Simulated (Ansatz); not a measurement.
Process, species as SMILES: [CH2][N]([GeH3])CC → [CH2][Ge]([CH3])([CH3])[NH2]

Property: isomerisation energy (enthalpy at 298 K), in kcal/mol. Terms: no dispersion term unless named; no spin-orbit coupling; non-relativistic; 6-31G* and kin with 6d, 5d where marked; LANL2DZ with its own core potentials from Na on; UHF or UKS for open shells. Ab initio and DFT rows: single points at B3LYP-D3(BJ) geometries (Ansatz, an electronic-structure program), with unscaled harmonic terms from B3LYP/6-31G* (LANL2DZ past Ar) (Ansatz) at its own minima.

| level | program | isomerisation energy (enthalpy at 298 K) (kcal/mol) |
|---|---|---|
| B3LYP/STO-3G | Ansatz | -14.2 |
| B3LYP/3-21G | Ansatz | -36.2 |
| B3LYP/LANL2DZ | Ansatz | -32.5 |
| B3LYP/6-31G | Ansatz | -29.1 |
| B3LYP/6-31G* | Ansatz | -16.4 |
| B3LYP/6-31G** | Ansatz | -20.1 |
| B3LYP/def2-SVP | Ansatz | -14.5 |
| B3LYP/6-31G* with LANL2DZ past Ar | Ansatz | -21.6 |
| B3LYP/def2-TZVPD | Ansatz | -22.3 |

No value to compare with is used here. The 8 habitual levels span -36.2 (B3LYP/3-21G) to -14.2 kcal/mol (B3LYP/STO-3G); B3LYP/def2-TZVPD gives -22.3.

The sets are all those run for this method; left out are runs that failed, that the program found above a lower state of the same kind, or whose <S^2> lies over 0.5 above the pure value.
